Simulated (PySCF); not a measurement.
Species: C5H5F3Si.
SMILES: `C#C/C=C(/C)[Si](F)(F)F`

Method used: TDDFT CAM-B3LYP/def2-SVPD, vertical, gas phase, core orbitals frozen in the response (PySCF). Isolated species at its GFN2-xTB geometry, gas phase. Torsions of this conformer, `[CH:1]#[C:2]/[CH:3]=[C:4](/[CH3:5])[Si:6]([F:7])([F:8])[F:9]`: C3–C4–Si6–F7 61°.

List the vertical singlet excitations with oscillator strengths and describe the spectrum.

```csv
state,E (eV),ν̃ (cm⁻¹),f,symmetry,"main configurations (H = HOMO, L = LUMO)"
S1,5.21,42030,0.0001,–,H-1→L (95%)
S2,5.25,42330,0.309,A′,H→L (90%)
S3,6.20,49990,0.0000,–,"H→L+2 (59%), H→L+4 (23%)"
S4,6.95,56040,0.0019,–,H-3→L (96%)
S5,7.16,57720,0.0020,A″,"H→L+1 (77%), H→L+4 (10%)"
S6,7.25,58470,0.195,A′,"H-2→L (41%), H-1→L+2 (21%), H-1→L+4 (11%)"
S7,7.61,61410,0.0065,A″,"H→L+3 (52%), H→L+4 (13%), H→L+2 (12%)"
S8,7.76,62620,0.0001,–,"H→L+4 (32%), H→L+3 (31%), H→L+2 (24%)"
```

Triplets (Tamm–Dancoff): T1 3.17 eV, H→L (93%); T2 4.92 eV, H-1→L (88%); T3 5.51 eV, H-2→L (40%), H-1→L+2 (20%), H-1→L+4 (15%).

The lowest singlet comes at 238 nm (503 kJ/mol) in the ultraviolet; it is dark (f under 0.0005); its leading configuration is HOMO-1→LUMO (95%). The strongest level in the table is S2 at 5.25 eV (236 nm, f = 0.309). Löwdin shares by element: HOMO carbon 85% or more (atoms not listed hold the other 15%); LUMO carbon 75% or more (atoms not listed hold the other 25%). The listed states span 2.55 eV, and the widest gap between neighbours is 0.95 eV (S2 to S3). Of the 8 states listed, 2 reach f = 0.01 and 3 stay under 0.0005. The oscillator strengths of these states sum to 0.515; summed over the whole spectrum of an exact calculation they would give the number of electrons, 76 (Thomas–Reiche–Kuhn). No computed singlet lies in the visible range (380 to 750 nm); the lowest, at 238 nm, stands 1.95 eV above its violet end (3.26 eV); a Tamm–Dancoff triplet lies at 391 nm, without intensity as long as spin–orbit coupling is left out. Symmetry labels in Cs follow from the direction of the transition dipole and are given only for states with f of 0.002 or more. The window holds the lowest 8 singlets.
